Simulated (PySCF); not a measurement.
## An excited-state table with gaps

Compound: C2H2BCl2N.
SMILES: `C(B(Cl)Cl)C#N`

Theory: PySCF, TDDFT PBE0/def2-SVPD, vertical, gas phase, core orbitals frozen in the response. One conformer (not necessarily the lowest) at the PBE0-D3(BJ)/def2-SVP geometry, without solvent, vibrations or thermal averaging. Torsions of this conformer, `[N:1]#[C:2][CH2:3][B:4]([Cl:5])[Cl:6]`: C2–C3–B4–Cl5 -176°.

Orbital energies (eV): HOMO-3 -10.15, HOMO-2 -9.67, HOMO-1 -9.66, HOMO -9.41, LUMO -2.06, LUMO+1 -0.26, LUMO+2 0.47.

Lowest singlets, with some entries withheld (?).

| state | E (eV) | f | main configurations (H = HOMO, L = LUMO) |
| --- | --- | --- | --- |
| S1 | 5.86 | 0.0001 | H→L (49%), H-1→L (24%), H-2→L (24%) |
| S2 | 5.95 | 0.0003 | H→L (40%), H-2→L (26%), H-1→L (24%) |
| S3 | 6.54 | 0.026 | H-1→L (50%), H-2→L (49%) |
| S4 | 6.73 | 0.0007 | H-4→L (78%), H→L (11%) |
| S5 | 7.03 | 0.133 | H-3→L (92%) |
| S6 | ? | 0.0002 | H-5→L (92%) |
| S7 | ? | 0.0002 | H→L+3 (42%), H→L+2 (14%), H-1→L+2 (12%) |
| S8 | ? | 0.011 | H→L+1 (38%), H→L+2 (17%), H-2→L+3 (12%) |
| S9 | ? | 0.0033 | H-2→L+2 (17%), H→L+3 (14%), H-1→L+2 (13%) |
| S10 | ? | 0.064 | H-6→L (86%) |

What stands in place of each question mark?

- S6: E = 7.48 eV
- S7: E = 7.65 eV
- S8: E = 7.96 eV
- S9: E = 8.03 eV
- S10: E = 8.06 eV

What is the mean static polarisability from the same response equations?

66.9 au (9.92 Å³), with principal values 48.6, 65.8 and 86.4 au.

What is the vertical ionisation energy by ΔSCF at this level?

11.43 eV; −ε(HOMO) is 9.41 eV.

How far apart are S1 and S2, in eV and cm⁻¹?

5.952 − 5.862 = 0.090 eV, or about 720 cm⁻¹.

Time: 97 s wall. Hardware: one thread, Arm Neoverse V1 (shared host).
